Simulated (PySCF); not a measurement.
A side-by-side comparison of computed properties.

First species: C5H14OSi2.
SMILES: `CCO[Si@H](C)/C=C\[SiH3]`

Second species: C7H12FN.
SMILES: `C1/C(CCC[C@]1(C)F)=N\[H]`

Levels: PBE0/pcSseg-1 for HOMO energy, LUMO energy and HOMO–LUMO gap. Geometries: GFN2-xTB. Each structure is a single optimised conformer of the isolated species, non-relativistic unless stated; the electronic structure was computed with PySCF and density fitting.

Dipoles, sizes and rotational constants follow the conformer. The torsions of the flexible species, by atom-mapped SMILES:
- `[CH3:1][CH2:2][O:3][Si@H:4]([CH3:5])/[CH:6]=[CH:7]\[SiH3:8]`: C1–C2–O3–Si4 -167°, C2–O3–Si4–C5 176°, O3–Si4–C6–C7 37°

The conformers of `[H]/N=C1/CCC[C@](C)(F)C1` aren't listed.

Values for the first species:

- HOMO energy: -7.77 eV
- LUMO energy: -0.93 eV
- HOMO–LUMO gap: 6.84 eV

Problem. Estimate the same properties for the second species, and the change in each.

Solution. 
| property | first | second | second less first |
| --- | --- | --- | --- |
| HOMO energy | -7.77 eV | -7.12 eV | +0.65 eV |
| LUMO energy | -0.93 eV | 0.13 eV | +1.06 eV |
| HOMO–LUMO gap | 6.84 eV | 7.25 eV | +0.41 eV |

